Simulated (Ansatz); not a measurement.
```yaml
crystal:
  periodic: [false, false, false]
  atoms:
    - {symbol: C, position_ang: [0.709725, -0.515095, -1.389651]}
    - {symbol: C, position_ang: [0.416736, 0.422779, -0.089962]}
    - {symbol: C, position_ang: [0.448461, -0.684426, 1.294786]}
    - {symbol: Ga, position_ang: [-1.202701, 1.392132, 0.186269]}
    - {symbol: Cl, position_ang: [-2.128571, 1.927303, -1.378564]}
    - {symbol: Cl, position_ang: [-2.122470, 1.690983, 2.235917]}
    - {symbol: H, position_ang: [-0.213172, -1.357415, -1.306304]}
    - {symbol: H, position_ang: [1.470705, -1.001650, -1.505264]}
    - {symbol: H, position_ang: [0.592313, 0.167137, -2.299898]}
    - {symbol: H, position_ang: [1.197743, 0.907888, 0.242442]}
    - {symbol: H, position_ang: [-0.294734, -1.588606, 1.137882]}
    - {symbol: H, position_ang: [0.250030, -0.122929, 2.050940]}
    - {symbol: H, position_ang: [1.285491, -1.132202, 1.449436]}
basis:
  gaussian: {orbitals: "6-31G*", point_charges: [{charge: 1.00, position_ang: [5.787, 0.448, -0.437]}]}
total_charge: 1
magnetization: {spin_polarized: true, initial_magnetization: 1}
hamiltonian: {xc: {name: B3LYP-D3}}
output: {forces: true}
```

```sh
$ ansatz run in.yaml --threads 4 --pin off --events-out ev --progress --plain --max-ram 11315MiB
```

It prints (some lines left out):

```
Error: YAML parse error: error: line 21 column 19: hamiltonian.xc: no functional is named "B3LYP-D3"; the names, which are not case-sensitive, are SVWN5, SPW92, PBE, PBE0, PBEsol, revPBE, revPBE0, RPBE, rPW86-PBE, HSE06, wPBEh, LC-wPBE, HISS, HF, BLYP, B3LYP, B3LYP5, BHLYP, CAM-B3LYP, r2SCAN, r2SCANh, r2SCAN0, r2SCAN50, m-r2SCAN, B97, wB97, wB97X, wB97X-V, B97M-V, wB97M-V, B2PLYP, B2GP-PLYP, PBE0-DH, PBE-QIDH
19 | total_charge: 1
20 | magnetization: {spin_polarized: true, initial_magnetization: 1}
21 | hamiltonian: {xc: {name: B3LYP-D3}}
22 | output: {forces: true}
```

In this input the method's name isn't one that the program takes here. The input was rejected before any iteration.
